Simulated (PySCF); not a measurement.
Compound: GeICl3.
SMILES: `[Cl][Ge]([I])([Cl])[Cl]`

The calculation used PBE0-D3(BJ)/def2-SVP geometry optimisation, gas phase, def2 core potentials past Kr (PySCF 2.14.0).

Masses are those of the commonest isotopes; rigid-rotor values at the optimised geometry. 

Q: Give the principal moments of inertia and the rotational constants in cm⁻¹.

A: Ia = 417.13, Ib = 868.28, Ic = 868.56 u·Å²; 505379 MHz·u·Å²/I gives 1212, 582.0 and 581.9 MHz, that is A = 0.04041, B = 0.01942, C = 0.01941 cm⁻¹.

Q: Classify the top.

A: A prolate symmetric top, as the point group C3v requires two equal moments. Ray's parameter κ = (2B − A − C)/(A − C) = -0.999; −1 is the prolate and +1 the oblate limit.

Q: Where do the R-branch lines fall?

A: The dipole of 0.98 D lies along the symmetry axis, so ΔK = 0 and J+1 ← J falls at 2B(J+1) for every K: 1.16 GHz, 2.33 GHz, 3.49 GHz, 4.66 GHz, 5.82 GHz for J = 0 to 4.

Atoms past krypton carry def2 core potentials. Not checked by PBE0-D3(BJ)/def2-SVP frequencies. No vibrational averaging or centrifugal distortion is included, and the geometry carries the error of its method.

On an AMD EPYC with one thread, no GPU (shared host), this took 2.1 min of wall time and 0.47 GiB of memory at its peak. This is the geometry optimisation.
